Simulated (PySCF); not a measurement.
# A survey of 15N NMR shifts

[PySCF: coordinates at the GFN2-xTB level; shielding tensors at PBE0/pcSseg-1 (GIAO); no solvent; relativity neglected; one computed conformer; averaged over atoms made equivalent by symmetry, fast rotation or ring inversion]

Shieldings were converted by a linear fit to measured shifts: 15N: δ = -148.07 − 0.921σ (rms 6.3 ppm, 71 shifts vs CH3NO2, solution or neat liquid). Occasional misses reach two or three times the rms, and more in compound classes unlike the fitted ones.

Give the 15N shifts of `C#CCC[Si@H]1C[C@H](C#N)C1`, `N#CC(/C=C\C1CC1)=C\[SiH3]`, `C=C1C[C@](C#N)(OCC)[SiH2]1`, `c1cc([C@H]2CC[SiH2]2)ccn1`.

## Answers


| compound | environment | δ (ppm) |
| --- | --- | --- |
| C#CCC[Si@H]1C[C@H](C#N)C1 | nitrile nitrogen | -120.0 |
| N#CC(/C=C\C1CC1)=C\[SiH3] | nitrile nitrogen | -91.4 |
| C=C1C[C@](C#N)(OCC)[SiH2]1 | nitrile nitrogen | -102.5 |
| c1cc([C@H]2CC[SiH2]2)ccn1 | pyridine-type ring nitrogen | -73.5 |
